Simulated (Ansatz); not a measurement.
Cost and result up the ladder for BBr₃ (4 atoms). Total charge 0; singlet. Geometry: PBE0-D4/def2-SVP.

Cartesian coordinates in Å:
```
B 0.000 -0.001 -0.001
Br 1.846 -0.162 0.416
Br -1.189 -1.431 0.383
Br -0.657 1.593 -0.798
```

Ansatz on 2 threads of Intel Xeon Platinum 8488C on a shared host. Times are rough, and most runs start from the orbitals of an earlier one. r2SCAN0-D4/def2-TZVP serves as the yardstick here, not as an exact answer. Differences are given only for rows in sets of like size (and for xTB, whose basis is part of the method), since another set adds its own error. Binding counts from free atoms at the same level (B doublet, Br doublet; other spins of the atoms weren't run), without zero-point energy or a counterpoise term.

HSE06 is defined as in plane-wave codes, on full-range PBE exchange. Correlated methods freeze 28 core orbitals; core or outer-core shells of Br are correlated, in sets that lack core-valence functions.

Correlated methods converge slowly with the basis (MP2 moves by 0.07 eV from def2-TZVP to def2-QZVPP here).

```json
{"level": "HF/STO-3G", "functions": "59", "wall time": "0.5 s"}
{"level": "MP2/def2-TZVP", "functions": "175", "wall time": "4.6 s"}
{"level": "HF/def2-TZVP", "functions": "175", "wall time": "5.5 s"}
{"level": "r2SCAN-D4/def2-TZVP (with forces)", "functions": "175", "wall time": "5.5 s"}
{"level": "RPA@PBE/def2-TZVP", "functions": "175", "wall time": "5.5 s"}
{"level": "HSE06-D4/def2-TZVP", "functions": "175", "wall time": "6 s"}
{"level": "r2SCAN0-D4/def2-TZVP", "functions": "175", "wall time": "7.5 s"}
{"level": "B2PLYP/def2-TZVP", "functions": "175", "wall time": "7.5 s"}
{"level": "r2SCANh-D4/def2-TZVP", "functions": "175", "wall time": "7.5 s"}
{"level": "PBE0-D4/def2-TZVP (with forces)", "functions": "175", "wall time": "7.5 s"}
{"level": "PBE-QIDH/def2-TZVP", "functions": "175", "wall time": "8.5 s"}
{"level": "B97M-V/def2-TZVP", "functions": "175", "wall time": "8.5 s"}
{"level": "PBE0-D4/def2-QZVPP", "functions": "324", "wall time": "14 s"}
{"level": "MP2/def2-QZVPP", "functions": "324", "wall time": "26 s"}
```

Task: Estimate what each level gives for the binding energy per atom (eV).

Result: 
| level | binding energy per atom (eV) | difference from r2SCAN0-D4/def2-TZVP (eV) |
| --- | --- | --- |
| HF/STO-3G | 2.98 | – |
| MP2/def2-TZVP | 3.14 | 0.11 |
| HF/def2-TZVP | 2.15 | -0.88 |
| r2SCAN-D4/def2-TZVP (with forces) | 3.11 | 0.08 |
| RPA@PBE/def2-TZVP | 2.62 | -0.41 |
| HSE06-D4/def2-TZVP | 3.10 | 0.06 |
| r2SCAN0-D4/def2-TZVP | 3.03 | 0.00 |
| B2PLYP/def2-TZVP | 2.96 | -0.08 |
| r2SCANh-D4/def2-TZVP | 3.08 | 0.05 |
| PBE0-D4/def2-TZVP (with forces) | 3.09 | 0.06 |
| PBE-QIDH/def2-TZVP | 3.08 | 0.05 |
| B97M-V/def2-TZVP | 3.04 | 0.00 |
| PBE0-D4/def2-QZVPP | 3.09 | – |
| MP2/def2-QZVPP | 3.21 | – |
